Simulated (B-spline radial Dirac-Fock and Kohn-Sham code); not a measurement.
# Relativistic shifts of the levels of Eu⁷⁺

System: the Eu⁷⁺ ion, [Kr] 4d10 4f5 5s2 5p3.

Both columns are ΔSCF binding energies of the configuration average from an atomic code on a B-spline grid: non-relativistic Hartree-Fock with a point nucleus, and Dirac-Fock with a finite nucleus and the Coulomb interaction alone, averaged over the two j levels with weights 2j+1.

```
shell  Hartree-Fock (eV)  Dirac-Fock (eV)  shift (eV)  shift (%)
   1s            46049.3          48839.5    +2790.26      +6.06
   2s             7483.7           8199.1     +715.46      +9.56
   2p             7100.3           7326.4     +226.10      +3.18
   3s             1762.6           1929.4     +166.77      +9.46
   3p             1592.1           1650.1      +58.02      +3.64
   3d             1277.8           1263.7      -14.08      -1.10
   4s              449.5            488.7      +39.19      +8.72
   4d              258.7            255.2       -3.55      -1.37
   4f              117.3            112.4       -4.92      -4.20
   5s              135.3            143.0       +7.71      +5.70
   5p              115.0            117.1       +2.07      +1.80
```

Relativity binds 1s, 2s, 2p, 3s, 3p, 4s, 5s, 5p more strongly, among those listed most of all 2s in relative terms, and 3d, 4d, 4f more weakly, because the contracted s and p shells screen the nucleus better.

Values without a named source are computed, but for edge energies of neutral atoms, which are taken from tables.
